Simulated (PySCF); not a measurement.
C7H12SSi: core ionisation energies

Compound: C7H12SSi.
Geometry (PBE0-D3(BJ)/def2-SVP, Å), atoms numbered from 1 in this order:
```xyz
21
C7H12SSi angstrom
C     -1.051    0.170   -2.425
C     -1.252   -0.491   -1.286
C     -0.870    0.016    0.076
C     -2.050    0.217    0.998
C     -3.336    0.111    0.662
C      0.113   -0.929    0.715
C      1.296   -0.599    1.247
S      1.895    1.067    1.373
Si     3.900    0.735    0.672
H     -0.587    1.162   -2.435
H     -1.342   -0.254   -3.390
H     -1.719   -1.484   -1.313
H     -0.363    0.992   -0.036
H     -1.781    0.476    2.030
H     -3.646   -0.134   -0.358
H     -4.126    0.283    1.397
H     -0.183   -1.983    0.760
H      1.932   -1.371    1.695
H      4.638    2.004    0.929
H      3.937    0.405   -0.783
H      4.516   -0.392    1.437
```

Computed with delta-SCF UKS SCAN, pcX-2 on the ionised atom, pcseg-1 elsewhere, spin-free X2C (PySCF 2.14.0). Binding energies are ΔSCF values: E(core-ionised, relaxed orbitals) − E(ground state) at a fixed geometry, referred to the vacuum level.

Q: Give the core binding energies atom by atom.

A: 
| atom(s) | bonded to | level | binding energy (eV) | 2p1/2 (eV) | above the level's lowest (eV) | count |
| --- | --- | --- | --- | --- | --- | --- |
| S8 | C and Si | S 1s | 2476.71 | – | 0.00 | 1 |
| Si9 | S and 3 H | Si 1s | 1846.88 | – | 0.00 | 1 |
| C3 | 3 C and H | C 1s | 290.79 | – | +0.72 | 1 |
| C7 | S, C (double bond) and H | C 1s | 290.70 | – | +0.63 | 1 |
| C2/C4 | C (double bond), C and H | C 1s | 290.42 | – | +0.35 | 2 |
| C6 | C (double bond), C and H | C 1s | 290.11 | – | +0.04 | 1 |
| C1/C5 | C (double bond) and 2 H | C 1s | 290.07 | – | 0.00 | 2 |
| Si9 | S and 3 H | Si 2p3/2 | 107.08 | 107.70 | 0.00 | 1 |

The listed C 1s values span 0.72 eV, from C1/C5 (bonded to C (double bond) and 2 H) to C3 (bonded to 3 C and H). Summing the Pauling electronegativity differences to the bonded atoms, each weighted by its formal bond order, gives -0.70 for the lowest site and -0.35 for the highest; the largest sum, -0.32, belongs to C7, 0.09 eV below the top. The values 290.07 and 290.11 eV lie too close for their order to be trusted.

Q: Which effective nuclear charge Zeff reproduces each element's mean 1s value in the hydrogen-like formula E = 13.606 eV × Zeff²?

A: C (Z = 6): mean 290.4 eV, Zeff = 4.62, Z − Zeff = 1.38; Si (Z = 14): mean 1846.9 eV, Zeff = 11.65, Z − Zeff = 2.35; S (Z = 16): mean 2476.7 eV, Zeff = 13.49, Z − Zeff = 2.51. Means run over the listed sites, weighted by atom count.

Q: Which photon wavelength matches the C 1s of C6 threshold?

A: λ = hc/E = 12398.42 eV Å / 290.11 eV = 42.737 Å.

Topologically equivalent atoms share the value of their first member; where this conformer doesn't relate them by symmetry, their own values could differ. Not every level is listed. For 2p shells one spin-free hole was relaxed; a mean-field spin–orbit operator and the ground-state splitting of the three 2p orbitals were then diagonalised within the shell. The shell's mean is (2 × 2p3/2 + 2p1/2)/3, and the degeneracies 2j + 1 give areas of 2:1. 2p1/2 minus 2p3/2 (ligand field included): Si 0.62 eV. The structure is a single PBE0-D3(BJ)/def2-SVP conformer in the gas phase; no vibrational or solvent corrections.

Hardware: Arm Neoverse N1, one thread, no GPU, shared host with 64 logical CPUs at a one-minute load of 60. Cost: 7.4 min wall, 0.71 GiB resident at most.
